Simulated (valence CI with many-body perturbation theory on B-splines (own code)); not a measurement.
## Sensitivity of CI+MBPT for Re XLIV

Calculated by relativistic CI+MBPT: four valence electrons over a frozen Dirac-Fock core [Ar] 3d10, radial functions for each j: 6 s, 6 p, 5 d, 3 f, 1 g, with the one-electron correlation potential Σ1 (screened to all orders), the two-electron term Σ2, the three-electron term Σ3, Breit, model QED; selected single and double excitations, second order for the rest, scaled by the run's own slope (own B-spline code, finite nucleus).

No measured spectrum was set against this ion. As an estimate, large intervals hold to a few tenths of a per cent, small ones and those within an open d or f shell to about a per cent.

The reference run has the lowest level (4s^2 4p1/2^2) J=0 and an ionisation energy of 2241.39 eV. Its largest variational space holds 9994 state functions.

Levels are named by their leading jj configuration (3d3/2^4 stands for four electrons in 3d with j = 3/2), which in mixed levels can hold well under half, so a name can repeat and another be missing. Letters in brackets count levels of one name in rising energy.

```
                     Level  Reference (cm⁻¹)  Shift (cm⁻¹)
    (4s^2 4p1/2 4p3/2) J=1            795737         +1194
    (4s^2 4p1/2 4p3/2) J=2            831149         +1825
    (4s 4p1/2^2 4p3/2) J=2           1591580         +1898
        (4s^2 4p3/2^2) J=2           1653650         +1574
    (4s 4p1/2^2 4p3/2) J=1           1712440         +1819
        (4s^2 4p3/2^2) J=0           1730090          +177
    (4s^2 4p1/2 4d3/2) J=2           2059450         +2136
    (4s^2 4p1/2 4d3/2) J=1           2209930         +2073
    (4s^2 4p1/2 4d5/2) J=2           2271100         +1863
    (4s^2 4p1/2 4d5/2) J=3           2298800         +1948
(4s 4p1/2 4p3/2^2) J=2 [a]           2406810         +2095
    (4s 4p1/2 4p3/2^2) J=3           2452850         +2085
```

The ionisation energy moves by -0.029 eV.

(1) Which of these changes was made?
A. size limit of the variational space 10000 → 300; second order for the rest on → off
B. Davidson tolerance 2e-05 → 0.0003
C. size limit of the variational space 10000 → 3000; second order for the rest on → off
D. lowest core n in screening and Σ2 1 → 2

Results:

(1) A. size limit of the variational space 10000 → 300; second order for the rest on → off.
